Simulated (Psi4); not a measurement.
CH3AlF2, charge +1, doublet, geometry from GFN2-xTB (such geometries of metal compounds can be far from the true shape) (a state made from the parent by changing its charge; the spin is typed, not shown lowest).

Input for Psi4:
```
memory 2 GB

molecule {
1 2
Al    0.16582743    0.13326291    0.00530415
C    -1.49424149   -1.15936547   -0.06057599
H    -1.15408154   -1.98388762   -0.70042866
H    -2.28282133   -0.52474443   -0.48523813
H    -1.63358931   -1.45251016    0.98807008
F    -0.15547099    1.61363510   -0.57832043
F     1.47549151   -0.59308873    0.63299806
}

set {
  basis def2-sv(p)
  reference uks
}

energy('pbe0')
print_variables()
```

Task: What is the computed nuclear repulsion energy (Psi4 with PBE0/def2-SV(P))?

Result: 154.3038 Eh

Task: What total energy does PBE0/def2-SV(P) give?

Result: -481.153588 Ha

Task: Predict the <S^2> from PBE0/def2-SV(P).

Result: 0.753

Task: Estimate the number of basis functions that PBE0/def2-SV(P) returns for this input.

Result: 66

These values belong to the state on which the SCF converged, which isn't shown to be the lowest.
